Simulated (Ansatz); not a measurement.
Basis-set extrapolation for CH6SSi2 (`C[SiH]1[SiH2]S1`) (PBE0-D4/def2-TZVP geometry, frozen core, Ansatz 0.2.0). Multiplicity 1, RHF reference.

|  | def2-TZVPP | def2-QZVPP |
| --- | --- | --- |
| HF | -1016.842202 | -1016.872809 |
| MP2 correlation | -0.591963 | -0.637571 |
| CCSD(T) correlation | -0.676739 | not run |

Energies in hartree. Use E(X) = E(∞) + A·exp(−7.88·√X) for Hartree–Fock and E(X) = E(∞) + B·X^(−2.97) for correlation, with X = 3 and 4, and add CCSD(T) minus MP2 of the smaller set to the MP2 limit.

Q: What is the CCSD(T) energy at the basis-set limit?

A: HF limit: -1016.872809 + (-0.030607) × 0.13774 = -1016.87702. MP2 limit: -0.637571 + (-0.045608) × 0.74074 = -0.67135. Higher-order term: -0.676739 − (-0.591963) = -0.08478. Total: -1017.63315 hartree, 71.7 kcal/mol below CCSD(T)/def2-TZVPP.
